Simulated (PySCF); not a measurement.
# Ru²⁶⁺ (ruthenium, charge +26): Hartree-Fock from Schrödinger to Dirac-Coulomb-Breit

Occupied: 1s1/2, 2s1/2, 2p1/2, 2p3/2, 3s1/2, 3p1/2, 3p3/2. Hartree-Fock calculated with PySCF 2.14 in an uncontracted even-tempered set (21 s from 1.6 bohr⁻², ratio 2.3; 16 p from 1.9 bohr⁻², ratio 2.3), Gaussian nucleus throughout. NR is non-relativistic, sf-X2C the spin-free one-electron X2C Hamiltonian, X2C adds the bare one-electron spin-orbit term, X2C-SNSO screens it by Boettger's factors, DC is four-component Dirac-Coulomb, and the Gaunt and Breit terms are added at first order (total energies over the DC spinors, levels after relaxing the spinors in that mean field). QED terms are absent. Levels marked empty are virtual spinors of this ion; the basis has s and p functions only, so 3d, which can lie below the n = 4 levels, is absent.

| Hamiltonian | E (hartree) | E − E(DC) (hartree) | CPU seconds |
| --- | --- | --- | --- |
| NR | -3997.6517 | 87.9307 | 0.8 |
| sf-X2C | -4083.9640 | 1.6184 | 0.48 |
| X2C | -4084.6779 | 0.9045 | 0.61 |
| X2C-SNSO | -4084.6129 | 0.9695 | 0.61 |
| DC | -4085.5824 | 0.0000 | 31 |
| DC+Gaunt | -4082.5818 | 3.0006 | 54 |
| DC+Breit | -4082.8698 | 2.7126 | 160 |

```tsv
level (eV)	NR	sf-X2C	X2C	X2C-SNSO	DC	DC+Gaunt	DC+Breit
1s1/2	-22833.2	-23424.5	-23423.2	-23423.3	-23440.1	-23394.5	-23397.7
2s1/2	-4293.6	-4442.8	-4442.5	-4442.5	-4444.3	-4440.1	-4440.4
2p1/2	-4058.4	-4099.3	-4195.8	-4191.2	-4191.7	-4184.6	-4185.3
2p3/2	-4058.4	-4099.3	-4054.6	-4056.6	-4058.1	-4053.0	-4053.7
3s1/2	-1539.3	-1578.7	-1578.6	-1578.6	-1579.0	-1578.1	-1578.2
3p1/2	-1444.7	-1458.6	-1480.0	-1479.0	-1479.1	-1477.6	-1477.8
3p3/2	-1444.7	-1458.6	-1448.6	-1449.0	-1449.3	-1448.2	-1448.4
4s1/2 (empty)	-732.39	-746.40	-746.38	-746.38	-746.50	-746.19	-746.23
4p1/2 (empty)	-698.51	-704.10	-711.17	-710.83	-710.86	-710.34	-710.42
4p3/2 (empty)	-698.51	-704.10	-700.81	-700.96	-701.04	-700.68	-700.75
```

| interval (eV) | X2C | X2C-SNSO | DC | DC+Gaunt | DC+Breit |
| --- | --- | --- | --- | --- | --- |
| 2p3/2 − 2p1/2 | 141.2 | 134.6 | 133.6 | 131.6 | 131.6 |
| 3p3/2 − 3p1/2 | 31.49 | 30.01 | 29.82 | 29.36 | 29.36 |
| 4p3/2 − 4p1/2 | 10.36 | 9.872 | 9.816 | 9.664 | 9.664 |

Weight of the small component: 1s1/2 0.0258, 2s1/2 0.00548, 2p1/2 0.00543, 2p3/2 0.00525, 3s1/2 0.00185, 3p1/2 0.00179, 3p3/2 0.00175, 4s1/2 0.000811, 4p1/2 0.000788, 4p3/2 0.000773.

Koopmans' value for the highest occupied level at DC+Breit: 1448.4 eV, against an ionisation energy of 1447 ± 4 eV (semi-empirical (NIST evaluation); NIST Atomic Spectra Database, ionization energies); the former lacks relaxation, correlation, QED and recoil.

The whole ladder took 250 s of wall time on 1 thread of Neoverse-N1 (shared host), launched as `OMP_NUM_THREADS=1 python relrun2.py TASK.json OUT` (a driver that calls PySCF for each Hamiltonian).

Dirac-Coulomb iterations, started from the X2C spinors:

```
with_ssss True, with_gaunt False, with_breit False
light speed = 137.03599967994
init E= -4077.68383390927
cycle= 1 E= -4085.58214003784  delta_E= -7.9  |g|= 0.713  |ddm|= 0.0628
cycle= 2 E= -4085.58238666699  delta_E= -0.000247  |g|= 0.0143  |ddm|= 0.00801
cycle= 3 E= -4085.58238770975  delta_E= -1.04e-06  |g|= 0.000943  |ddm|= 0.000816
cycle= 4 E= -4085.5823877148  delta_E= -5.05e-09  |g|= 4.7e-06  |ddm|= 5.17e-05
```
